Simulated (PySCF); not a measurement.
Compound: C7H14N (charge +1).
Bonds: C1–C2 (double), C2–N3, N3–C4, N3–C5, N3–C6, C6–C7, C7–C8, C6–C8. Hydrogens: H9, H10 on C1; H11 on C2; H12, H13, H14 on C4; H15, H16, H17 on C5; H18 on C6; H19, H20 on C7; H21, H22 on C8.

Method: PBE0-D3(BJ)/def2-SVP geometry optimisation, gas phase in PySCF.

(1) What internal coordinates does the optimisation give?

Results:

(1) 
```csv
bond,length (Å)
C1=C2,1.324
C2–N3,1.477
"N3–C4, N3–C5",1.493
N3–C6,1.500
"C6–C7, C6–C8",1.490
C7–C8,1.503
C1–H9,1.092
C1–H10,1.091
C2–H11,1.092
C4–H12 and 5 like bonds,1.096
C6–H18,1.093
"C7–H19, C8–H22",1.093
"C7–H20, C8–H21",1.093
```

Bonds in one row agree within 0.01 Å and their mean is given. A selection of angles:
```csv
angle,degrees
C1–C2–N3,125.4
C2–N3–C4,107.4
C2–N3–C5,113.3
C2–N3–C6,106.3
C4–N3–C5,108.7
C4–N3–C6,113.6
C5–N3–C6,107.6
N3–C6–C7,123.3
C7–C6–C8,60.6
C6–C7–C8,59.7
```

Dihedral angles: C1–C2–N3–C4 117° (anticlinal); C2–N3–C6–C7 -84° (synclinal); N3–C6–C7–C8 -112° (anticlinal); N3–C6–C8–C7 113° (anticlinal). The mirror-image conformer, all signs reversed, is as good.

N3 (ammonium nitrogen) is distorted tetrahedral (angles from 106.3° to 113.6°). The 4 C–C bonds span 1.324 Å (C1=C2, drawn double) to 1.503 Å (C7–C8, drawn single), a spread of 0.179 Å. C1 (terminal =CH2 carbon) is planar (angles 124.7°, 118.2° and 117.1°, sum 360.0°, 0.00 Å off the plane of its three neighbours). The 3-membered ring C6–C7–C8 has internal angles of 59.7° to 60.6°. C2 (vinylic carbon bearing nitrogen) is planar (angles 125.4°, 123.4° and 111.2°, sum 360.0°, 0.00 Å off the plane of its three neighbours). Of the pairs four or more bonds apart, C5···H10 is among the closest relative to their van der Waals radii: 2.57 Å, 89 % of the sum of Bondi's values. The 4 C–N bonds span 1.477 Å (C2–N3, drawn single) to 1.500 Å (N3–C6, drawn single), a spread of 0.023 Å.

Point group: C1 (no symmetry element, even within 0.4 Å). Stationary, but not proved a minimum.
